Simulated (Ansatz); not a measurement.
Basis sets compared for `C[Si](C)(C)C#CC#Cc1ccc(C#Cc2ccc(C#Cc3ccc(C#Cc4ccc(C#Cc5ccc(C#Cc6ccc(C#C[Si](C)(C)C)cc6)cc5)cc4)cc3)cc2)cc1`. Total charge 0; singlet. Geometry PBE-D4/def2-SVP. Ansatz on 11 threads of AMD EPYC 7R13 on a shared host and a whole NVIDIA H100 80GB HBM3; times are rough, and most runs start from earlier orbitals.

```xyz
102

C    17.373  -18.005   -4.596
Si   16.653  -18.356   -2.884
C    17.985  -18.189   -1.554
C    15.867  -20.074   -2.831
C    15.334  -17.104   -2.545
C    14.450  -16.258   -2.322
C    13.484  -15.331   -2.081
C    12.605  -14.483   -1.865
C    11.605  -13.509   -1.625
C    11.911  -12.312   -0.918
C    10.931  -11.350   -0.691
C     9.602  -11.539   -1.159
C     8.608  -10.551   -0.938
C     7.748   -9.685   -0.754
C     6.768   -8.679   -0.554
C     5.467   -8.806   -1.116
C     4.512   -7.809   -0.935
C     4.813   -6.640   -0.182
C     3.847   -5.615   -0.012
C     3.017   -4.712    0.124
C     2.074   -3.661    0.270
C     0.845   -3.680   -0.444
C    -0.069   -2.637   -0.319
C     0.203   -1.528    0.528
C    -0.717   -0.454    0.641
C    -1.506    0.491    0.730
C    -2.399    1.590    0.821
C    -2.181    2.627    1.769
C    -3.045    3.716    1.847
C    -4.166    3.820    0.978
C    -5.033    4.941    1.044
C    -5.776    5.925    1.096
C    -6.619    7.065    1.148
C    -7.642    7.262    0.180
C    -8.457    8.390    0.223
C    -8.289    9.372    1.237
C    -9.111   10.528    1.275
C    -9.819   11.539    1.305
C   -10.625   12.707    1.337
C   -10.477   13.663    2.379
C   -11.264   14.813    2.407
C   -12.231   15.057    1.396
C   -13.030   16.235    1.422
C   -13.720   17.261    1.445
Si  -14.748   18.797    1.478
C   -16.509   18.330    1.986
C   -14.741   19.559   -0.252
C   -13.993   19.993    2.733
C   -12.381   14.100    0.356
C   -11.596   12.950    0.327
C    -7.271    9.171    2.210
C    -6.455    8.045    2.166
C    -4.388    2.779    0.035
C    -3.526    1.688   -0.040
C     1.427   -1.515    1.251
C     2.342   -2.557    1.123
C     6.110   -6.518    0.388
C     7.066   -7.514    0.205
C     9.295  -12.738   -1.861
C    10.274  -13.701   -2.088
H    16.591  -18.076   -5.379
H    18.171  -18.738   -4.838
H    17.813  -16.988   -4.642
H    18.431  -17.174   -1.563
H    18.797  -18.925   -1.725
H    17.564  -18.368   -0.544
H    15.067  -20.169   -3.593
H    15.421  -20.277   -1.837
H    16.631  -20.855   -3.033
H    12.937  -12.154   -0.555
H    11.179  -10.427   -0.146
H     5.225   -9.704   -1.702
H     3.511   -7.915   -1.378
H     0.625   -4.531   -1.105
H    -1.014   -2.659   -0.881
H    -1.314    2.560    2.442
H    -2.865    4.513    2.582
H    -7.779    6.511   -0.611
H    -9.241    8.534   -0.534
H    -9.730   13.485    3.167
H   -11.141   15.547    3.218
H   -16.522   17.862    2.991
H   -16.952   17.611    1.268
H   -17.157   19.231    2.016
H   -15.350   20.486   -0.273
H   -15.161   18.854   -0.998
H   -13.710   19.817   -0.568
H   -12.952   20.256    2.454
H   -14.584   20.931    2.783
H   -13.973   19.544    3.747
H   -13.127   14.280   -0.433
H   -11.719   12.216   -0.484
H    -7.134    9.923    3.001
H    -5.668    7.902    2.921
H    -5.253    2.848   -0.640
H    -3.706    0.891   -0.775
H     1.647   -0.664    1.912
H     3.289   -2.532    1.682
H     6.353   -5.620    0.974
H     8.068   -7.406    0.645
H     8.269  -12.896   -2.226
H    10.026  -14.624   -2.634
```

Single mean-field runs in def2-SVP, def2-TZVP are fitted with def2-universal-jkfit.

Binding counts from free atoms (C triplet, Si triplet, H doublet) in the same basis, without a counterpoise term.

```csv
level,functions,energy (Eh),HOMO (eV),LUMO (eV),binding per atom (eV),wall time
PBE-D4/def2-SVP,1058,-2809.3461,-4.96,-3.19,5.49,10 s
PBE0-D4/def2-SVP,1058,-2809.5689,-5.73,-2.66,5.37,11 s
```

Question: Estimate the rows for PBE-D4/def2-TZVP, PBE0-D4/def2-TZVP (with forces).

Answer: 
| level | functions | energy (Eh) | HOMO (eV) | LUMO (eV) | binding per atom (eV) | wall time |
| --- | --- | --- | --- | --- | --- | --- |
| PBE-D4/def2-TZVP | 2124 | -2811.9002 | -5.01 | -3.27 | 5.42 | 14 s |
| PBE0-D4/def2-TZVP (with forces) | 2124 | -2812.0955 | -5.73 | -2.70 | 5.29 | 20 s |
